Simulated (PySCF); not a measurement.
# `O=C1C=CC=CC1=O`, C6H4O2

Geometry (Å), atoms numbered from 1 in this order:
```xyz
12

O     0.2857    2.5862    0.2330
C     0.1157    1.3971    0.1048
C    -1.2178    0.7728    0.0881
C    -1.3477   -0.5623   -0.0567
C    -0.1944   -1.4460   -0.2025
C     1.0727   -0.9826   -0.2023
C     1.3428    0.4570   -0.0511
O     2.4578    0.9218   -0.0447
H    -2.0767    1.4393    0.1973
H    -2.3422   -1.0167   -0.0679
H    -0.3844   -2.5170   -0.3145
H     1.9394   -1.6388   -0.3111
```

Level of theory: UKS PBE0/def2-SVP four-point reorganisation energy, gas phase in PySCF 2.14.0. Geometry: PBE0/def2-SVP.

(1) What is the inner reorganisation energy for hole transfer, with the ionisation energy?

(2) What is the inner reorganisation energy for electron transfer, with the electron affinity?

## Answers

(1) λ = 0.146 (surface of the oxidised species) + 0.154 (surface of the starting species) = 0.300 eV. The ionisation energy is 9.73 eV vertical and 9.58 eV adiabatic without zero-point energy; at the relaxed geometry of the oxidised species the two energies differ by 9.43 eV. Largest bond changes: C5–C6 1.349 → 1.394 Å, C4–C5 1.460 → 1.415 Å, C3–C4 1.349 → 1.394 Å, C7–C2 1.554 → 1.538 Å, C2–C3 1.473 → 1.483 Å. ⟨S²⟩ of the relaxed oxidised species 0.785.

(2) λ = 0.217 (surface of the reduced species) + 0.217 (surface of the starting species) = 0.434 eV. The electron affinity is 1.65 eV vertical and 1.86 eV adiabatic without zero-point energy; at the relaxed geometry of the reduced species the two energies differ by 2.08 eV. Largest bond changes: C4–C5 1.460 → 1.418 Å, C7–C2 1.554 → 1.514 Å, O1–C2 1.208 → 1.244 Å, C7–O8 1.208 → 1.244 Å, C5–C6 1.349 → 1.380 Å. ⟨S²⟩ of the relaxed reduced species 0.765.

The highest occupied orbital of the reduced species is unbound in this basis, so its energies are rough.
